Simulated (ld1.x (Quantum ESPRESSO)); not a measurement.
boron: excitation energies, all-electron against TM

| Item | Value |
| --- | --- |
| Element | B (Z = 5) |
| Generator | ld1.x (Quantum ESPRESSO) 7.5 |
| Type | norm-conserving Troullier–Martins (Kleinman–Bylander form) |
| Functional | LDA (PZ) |
| Relativity | scalar-relativistic |
| Frozen core | [He] |
| Valence charge | 3 |
| Reference configuration | 2s2 2p1 |
| Partial waves | 2s (bound): rc 1.55 bohr; 3d channel at 0.4 Ry: rc 1.70 bohr; 2p (bound): rc 2.00 bohr |
| Local potential | the p channel |
| Core correction | none |

Energies are relative to the spin-unpolarised reference configuration 2s2 2p1; without spin polarisation the order of configurations can differ from experiment. Spin-polarised rows fill each open shell by Hund’s rule, majority spin first. The frozen-core shift is the all-electron ΔE with the core orbitals held at their reference shape minus the fully relaxed ΔE.

(1) Give the all-electron excitation energy and the error of the potential for: 2s2 2p0; 2s1 2p0; 2s2 2p0.5; 2s1 2p2; 2s2 2p1.3; 2s1 2p1; 2s0 2p3; 2s2 2p1 (spin-polarised); 2s1 2p0 (spin-polarised).

Answers

(1)

```
   valence configuration  charge  ΔE all-electron (eV)  error AE − PS (meV)  frozen-core shift (meV)
                 2s2 2p0      +1                 8.327                  +25                     +0.5
                 2s1 2p0      +2                33.631                 +132                     +8.8
               2s2 2p0.5    +0.5                 2.943                 +2.8                     +0.1
                 2s1 2p2       0                 5.686                 +4.2                     +0.5
               2s2 2p1.3    -0.3                -0.772                 +0.1                      0.0
                 2s1 2p1      +1                14.283                 -3.3                     +1.3
                 2s0 2p3       0                11.401                  +19                     +2.0
2s2 2p1 (spin-polarised)       0                -0.235                  +24                     +0.4
2s1 2p0 (spin-polarised)      +2                32.903                 +221                      +11
```
